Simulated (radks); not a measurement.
Species: Os28+. Configuration: [Kr] 4d10 4f2.

All-electron calculation, non-relativistic Kohn-Sham, PBE, spin-polarised, spherical densities, point nucleus; open shells are filled with parallel spins first (spin-orbit coupling, left out, can overturn this in heavy ions); relativity is left out, which matters for an element this heavy. Program: a radial shooting solver on a logarithmic mesh with Libxc functionals.

Energy parts (eV):
part                      energy
total                 -433317.80
kinetic                433242.10
electron-nucleus      -983358.81
Hartree                124471.88
exchange-correlation    -7672.97

Orbitals (lengths in bohr, moments of r in powers of bohr; r(max) is where P^2 peaks):
| orbital | occ. | eigenvalue (eV) | <r^2> | <r^4> | r(max) | <1/r> |
|---|---|---|---|---|---|---|
| 1s up | 1 | -68358.08 | 0.0005306 | 7.097e-07 | 0.01322 | 75.45 |
| 1s down | 1 | -68358.09 | 0.0005306 | 7.097e-07 | 0.01322 | 75.45 |
| 2s up | 1 | -12112.28 | 0.008292 | 0.0001153 | 0.07199 | 17.71 |
| 2s down | 1 | -12112.15 | 0.008292 | 0.0001153 | 0.07199 | 17.71 |
| 2p up | 3 | -11661.13 | 0.006126 | 0.00007247 | 0.05587 | 17.75 |
| 2p down | 3 | -11661.05 | 0.006126 | 0.00007246 | 0.05587 | 17.75 |
| 3s up | 1 | -3536.067 | 0.05121 | 0.003886 | 0.1971 | 6.866 |
| 3s down | 1 | -3533.073 | 0.05117 | 0.003880 | 0.1970 | 6.870 |
| 3p up | 3 | -3327.523 | 0.04725 | 0.003448 | 0.1856 | 6.815 |
| 3p down | 3 | -3324.824 | 0.04720 | 0.003441 | 0.1855 | 6.819 |
| 3d up | 5 | -2939.090 | 0.03660 | 0.002316 | 0.1463 | 6.730 |
| 3d down | 5 | -2937.185 | 0.03655 | 0.002310 | 0.1462 | 6.734 |
| 4s up | 1 | -1397.247 | 0.2203 | 0.06781 | 0.4275 | 3.196 |
| 4s down | 1 | -1393.980 | 0.2206 | 0.06801 | 0.4277 | 3.192 |
| 4p up | 3 | -1306.849 | 0.2217 | 0.06986 | 0.4251 | 3.130 |
| 4p down | 3 | -1303.569 | 0.2220 | 0.07010 | 0.4252 | 3.126 |
| 4d up | 5 | -1142.902 | 0.2199 | 0.07176 | 0.4127 | 3.000 |
| 4d down | 5 | -1139.511 | 0.2204 | 0.07211 | 0.4129 | 2.996 |
| 4f up | 2 | -932.9367 | 0.1992 | 0.06464 | 0.3517 | 2.792 |
| 4f down | 0 | -929.0295 | 0.2000 | 0.06522 | 0.3523 | 2.788 |
| 5s up | 0 | -734.0335 | 0.7185 | 0.6900 | 0.8095 | 1.735 |
| 5s down | 0 | -732.5971 | 0.7200 | 0.6926 | 0.8104 | 1.733 |
| 5p up | 0 | -693.7726 | 0.7469 | 0.7510 | 0.8238 | 1.692 |
| 5p down | 0 | -692.3590 | 0.7485 | 0.7542 | 0.8247 | 1.689 |

The highest occupied level is 4f up at -932.94 eV. The density falls to 0.001 e/bohr^3 at r = 1.24 bohr. Spin moment in Bohr magnetons: 2. The spin density at the nucleus is -2.068 e/bohr^3 (1s 0.008, 2s -0.579, 3s -4.415, 4s 2.918). The electron density at the nucleus is 3.146e+05 e/bohr^3. For comparison, the ionisation energy in NIST's Atomic Spectra Database is 970 eV (theoretical). In exact Kohn-Sham theory the highest level is minus the ionisation energy, but local and semilocal functionals leave it too shallow, through self-interaction and a potential that decays too fast; potentials with the right tail come closer. Summed over all electrons, <r^2> = 5.177 bohr^2, which gives a Langevin (diamagnetic) susceptibility term of -4.1 x 10^-6 cm^3/mol.
